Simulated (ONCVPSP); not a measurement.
# u(r) = r·R(r): atom against pseudo-atom (F)

Columns: radius, all-electron u(r) and pseudo u(r) of the 2p shell (level -11.11 eV) of fluorine in the configuration [He] 2s2 2p5; PBE, scalar-relativistic, ONCV scheme, ONCVPSP 4.0.1.

```tsv
r (bohr)	all-electron	pseudo
0.042	0.0315	0.0142
0.085	0.1068	0.0562
0.128	0.2028	0.1221
0.170	0.3029	0.2043
0.212	0.4013	0.2985
0.255	0.4954	0.4022
0.298	0.5799	0.5081
0.340	0.6523	0.6089
0.382	0.7145	0.7020
0.425	0.7678	0.7838
0.467	0.8103	0.8466
0.510	0.8446	0.8909
0.552	0.8698	0.9153
0.595	0.8881	0.9248
0.638	0.8996	0.9238
0.680	0.9051	0.9180
0.722	0.9057	0.9108
0.765	0.9021	0.9033
0.807	0.8950	0.8950
0.850	0.8847	0.8846
0.892	0.8722	0.8721
0.935	0.8573	0.8572
0.977	0.8411	0.8411
1.020	0.8233	0.8232
1.062	0.8048	0.8048
1.105	0.7852	0.7851
```

(1) How many radial nodes do the two functions have?

(2) At about which radius was the pseudo-wave matched?

(3) Where does each function peak?

(4) Is the pseudo-wave norm-conserving?

Answers

(1) The all-electron 2p function has n − l − 1 = 0; the pseudo-wave has 0.

(2) 0.85 bohr, where the columns begin to agree (steps of 0.04 bohr).

(3) Outermost all-electron maximum near 0.72 bohr, pseudo maximum near 0.59 bohr (to the table’s step).

(4) Yes: the ONCV scheme keeps the norm inside the radius equal to the all-electron one, which fixes the energy derivative of the logarithmic derivative at the level.
